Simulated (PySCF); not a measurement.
AlH6O2Si2, SMILES [SiH3][O][Al][O][SiH3], multiplicity 2.

Geometry optimised at TPSSh-D3(BJ)/def2-SVP. The multiplicity is an assumed one; no other spin state was optimised. The isomer is the one that the SMILES or the coordinates give; other isomers of the formula were not compared. Other conformers were not sampled.

These are TDA-PBE/def2-SVPD run with PySCF values and carry that method's errors.

Vertical excitations. 

| state | energy (eV) | λ (nm) | f | main pairs |
|---|---|---|---|---|
| root 1 | 3.58 | 347 | 0.007 | β HOMO→LUMO 99 % |
| root 2 | 3.61 | 343 | 0.006 | α HOMO→LUMO 8 %, β HOMO−1→LUMO 88 % |
| root 3 | 3.61 | 343 | 0.048 | α HOMO→LUMO 60 %, β HOMO−3→LUMO 27 %, β HOMO−1→LUMO 12 % |
| root 4 | 3.88 | 319 | 0.011 | β HOMO−2→LUMO 96 % |
| root 5 | 3.97 | 313 | 0.059 | α HOMO→LUMO 29 %, β HOMO−3→LUMO 69 % |
| root 6 | 4.69 | 265 | 0.053 | α HOMO→LUMO+1 95 % |
| root 7 | 4.77 | 260 | 0.156 | α HOMO→LUMO+2 98 % |
| root 8 | 5.27 | 235 | 0.051 | α HOMO→LUMO+3 100 % |
| root 9 | 5.40 | 229 | 0.010 | α HOMO−2→LUMO 10 %, β HOMO−4→LUMO 90 % |
| root 10 | 5.43 | 228 | 0.000 | α HOMO−1→LUMO 93 %, β HOMO−5→LUMO 6 % |
Unrestricted roots are not spin-pure.
